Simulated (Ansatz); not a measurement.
Zr(NH2)Cl3 (ZrNCl₃H₂). Charge 0, multiplicity 1. Geometry PBE-D4/def2-SVP; atoms count from 1.

```xyz
7

Zr    0.060   -0.641   -0.347
N    -0.171    1.121    0.577
H    -0.140    2.045    0.127
H    -0.295    1.251    1.589
Cl   -0.490   -0.300   -2.608
Cl   -1.286   -2.195    0.799
Cl    2.322   -1.283   -0.137
```

In the def2 sets Zr takes a core potential; there is no spin–orbit coupling.

**Question.** Estimate the Mulliken populations from the PBE0/def2-TZVP orbitals of Ansatz.

**Answer.** 
```csv
atom,charge (e),d electrons
Zr1,1.41,1.96
N2,-0.81,–
H3,0.27,–
H4,0.27,–
Cl5,-0.38,–
Cl6,-0.38,–
Cl7,-0.38,–
```
Mulliken values depend strongly on the basis.

**Question.** And the Mayer bond orders between heavy atoms (over 0.3)?

**Answer.** Zr1–N2 1.09 (2.00 Å); Zr1–Cl5 1.06 (2.35 Å); Zr1–Cl6 1.06 (2.35 Å); Zr1–Cl7 1.04 (2.36 Å).
